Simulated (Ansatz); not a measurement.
Caution, from a PySCF single point (B3LYP-D3(BJ)/def2-TZVPD) at this geometry: the highest occupied level lies above zero, so the state may not be bound.

Species: C$_{3}$H$_{9}$OSi, SMILES `[CH2-][Si](C)(C)O` (charge -1, multiplicity 1).

Q: Give a relaxed geometry from B3LYP-D3(BJ)/def2-TZVPD (Ansatz, a first-principles code).

A: Several could match; the one computed here: the end point of this relaxation, one of several conformers (outside a Z-matrix the atoms follow the SMILES, hydrogens last).
Z-matrix (Å, degrees):
```
Si
O 1 1.7253
H 2 0.9635 1 105.05
C 1 1.7616 2 116.37 3 1.00
H 4 1.0872 1 122.67 2 -89.85
H 4 1.0873 5 114.43 1 -178.15
C 1 1.9053 2 101.83 3 -123.88
H 7 1.0933 1 111.35 2 -161.97
H 7 1.0947 8 107.78 1 120.58
H 7 1.0951 8 108.57 9 116.33
C 1 1.9053 2 101.51 3 126.02
H 11 1.0933 1 111.31 2 161.91
H 11 1.0947 12 107.76 1 -120.53
H 11 1.0951 12 108.58 13 -116.33
```
